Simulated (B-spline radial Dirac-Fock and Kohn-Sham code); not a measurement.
# Magnetic form factor of the 3d shell of Au⁵⁸⁺

System: the Au⁵⁸⁺ ion, configuration [Ar] 3d3.

The computed values come from a radial atomic solver: configuration-average Dirac-Fock orbitals. ⟨j_K⟩ is the integral of the 3d radial density with the spherical Bessel function j_K(4πsr), s = sin θ/λ.

| s (Å⁻¹) | ⟨j0⟩ | ⟨j2⟩ | ⟨j4⟩ |
| --- | --- | --- | --- |
| 0 | 1.0000 | 0.0000 | 0.0000 |
| 0.05 | 0.9995 | 0.0002 | 0.0000 |
| 0.1 | 0.9980 | 0.0008 | 0.0000 |
| 0.15 | 0.9954 | 0.0018 | 0.0000 |
| 0.2 | 0.9919 | 0.0032 | 0.0000 |
| 0.25 | 0.9874 | 0.0050 | 0.0000 |
| 0.3 | 0.9819 | 0.0072 | 0.0000 |
| 0.35 | 0.9755 | 0.0098 | 0.0000 |
| 0.4 | 0.9681 | 0.0127 | 0.0001 |
| 0.45 | 0.9598 | 0.0160 | 0.0001 |
| 0.5 | 0.9505 | 0.0196 | 0.0002 |
| 0.6 | 0.9296 | 0.0277 | 0.0003 |
| 0.7 | 0.9054 | 0.0370 | 0.0006 |
| 0.8 | 0.8782 | 0.0474 | 0.0010 |
| 0.9 | 0.8484 | 0.0585 | 0.0015 |
| 1 | 0.8163 | 0.0703 | 0.0023 |
| 1.1 | 0.7822 | 0.0826 | 0.0032 |
| 1.2 | 0.7465 | 0.0952 | 0.0045 |
| 1.4 | 0.6714 | 0.1205 | 0.0077 |
| 1.6 | 0.5939 | 0.1449 | 0.0122 |

Radial moments of the shell: ⟨r²⟩ = 0.02753, ⟨r⁴⟩ = 0.001264, ⟨r⁶⟩ = 8.731e-05 in powers of bohr.
